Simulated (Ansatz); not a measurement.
Geometry optimisation, Ansatz 0.2.0, RKS B3LYP/6-31G*.

Input file:

```yaml
crystal:
  periodic: [false, false, false]
  atoms:
    - { symbol: B, position_ang: [0.017427, -0.446174, -0.442761] }
    - { symbol: C, position_ang: [-0.046137, -0.154961, 2.358169] }
    - { symbol: H, position_ang: [-0.879329, -0.088397, 3.063612] }
    - { symbol: H, position_ang: [0.884321, -0.296004, 2.916319] }
    - { symbol: H, position_ang: [0.019212, 0.774888, 1.791437] }
    - { symbol: F, position_ang: [1.204667, 0.142721, -0.443085] }
    - { symbol: H, position_ang: [-0.968931, 0.209222, -0.592143] }
    - { symbol: O, position_ang: [-0.00617, -1.823893, -0.363333] }
    - { symbol: H, position_ang: [-0.91096, -2.163502, -0.412921] }
    - { symbol: H, position_ang: [-0.192401, -1.0203, 1.696406] }
basis:
  gaussian: { orbitals: "6-31G*" }
hamiltonian:
  xc: b3lyp
relax:
  f_tol: 0.03
  max_steps: 50
```

Command:

```bash
$ ansatz run input.yaml --threads 1 --pin off --max-ram 2048MiB --backend cpu --events-out ev --progress --plain --runs-dir out
```

Where does it end, and by what steps?

The forces met the threshold. The force dipped under the threshold on the way, but the program's further checks kept it going. After 45 steps the energy has fallen by 0.229 eV; H10 moved furthest, 1.86 Å.

```json
{"step": "0", "energy less start (eV)": "0.0000", "largest force component (eV/Å)": "0.953", "accepted": "yes"}
{"step": "2", "energy less start (eV)": "-0.1679", "largest force component (eV/Å)": "0.542", "accepted": "yes"}
{"step": "4", "energy less start (eV)": "-0.1925", "largest force component (eV/Å)": "0.209", "accepted": "yes"}
{"step": "6", "energy less start (eV)": "-0.2004", "largest force component (eV/Å)": "0.136", "accepted": "yes"}
{"step": "8", "energy less start (eV)": "-0.2023", "largest force component (eV/Å)": "0.134", "accepted": "yes"}
{"step": "10", "energy less start (eV)": "-0.2022", "largest force component (eV/Å)": "0.211", "accepted": "no"}
{"step": "12", "energy less start (eV)": "-0.2049", "largest force component (eV/Å)": "0.022", "accepted": "yes"}
{"step": "14", "energy less start (eV)": "-0.2054", "largest force component (eV/Å)": "0.047", "accepted": "yes"}
{"step": "16", "energy less start (eV)": "-0.2064", "largest force component (eV/Å)": "0.109", "accepted": "yes"}
{"step": "18", "energy less start (eV)": "-0.1952", "largest force component (eV/Å)": "0.394", "accepted": "no"}
{"step": "20", "energy less start (eV)": "-0.2113", "largest force component (eV/Å)": "0.122", "accepted": "yes"}
{"step": "22", "energy less start (eV)": "-0.2139", "largest force component (eV/Å)": "0.105", "accepted": "yes"}
{"step": "24", "energy less start (eV)": "-0.2150", "largest force component (eV/Å)": "0.012", "accepted": "yes"}
{"step": "26", "energy less start (eV)": "-0.2158", "largest force component (eV/Å)": "0.062", "accepted": "yes"}
{"step": "28", "energy less start (eV)": "-0.2166", "largest force component (eV/Å)": "0.067", "accepted": "yes"}
{"step": "30", "energy less start (eV)": "-0.2180", "largest force component (eV/Å)": "0.085", "accepted": "yes"}
{"step": "32", "energy less start (eV)": "-0.2199", "largest force component (eV/Å)": "0.142", "accepted": "yes"}
{"step": "34", "energy less start (eV)": "-0.2225", "largest force component (eV/Å)": "0.182", "accepted": "yes"}
{"step": "36", "energy less start (eV)": "-0.2251", "largest force component (eV/Å)": "0.099", "accepted": "yes"}
{"step": "38", "energy less start (eV)": "-0.2173", "largest force component (eV/Å)": "0.386", "accepted": "no"}
{"step": "40", "energy less start (eV)": "-0.2278", "largest force component (eV/Å)": "0.126", "accepted": "yes"}
{"step": "42", "energy less start (eV)": "-0.2286", "largest force component (eV/Å)": "0.103", "accepted": "yes"}
{"step": "44", "energy less start (eV)": "-0.2289", "largest force component (eV/Å)": "0.093", "accepted": "no"}
{"step": "45", "energy less start (eV)": "-0.2291", "largest force component (eV/Å)": "0.018", "accepted": "yes"}
```

```xyz
10
Properties=species:S:1:pos:R:3
B -0.222 -0.652 -1.153
C 0.091 0.016 3.248
H -0.696 0.741 3.474
H 0.999 0.284 3.793
H 0.296 0.018 2.175
F 0.618 -0.071 -0.300
H -1.165 -0.033 -1.551
O 0.047 -1.922 -1.526
H -0.611 -2.267 -2.145
H -0.236 -0.982 3.557
```

The run took 110 s on 1 thread of Arm Neoverse V2 (shared host), peak memory 0.16 GiB.
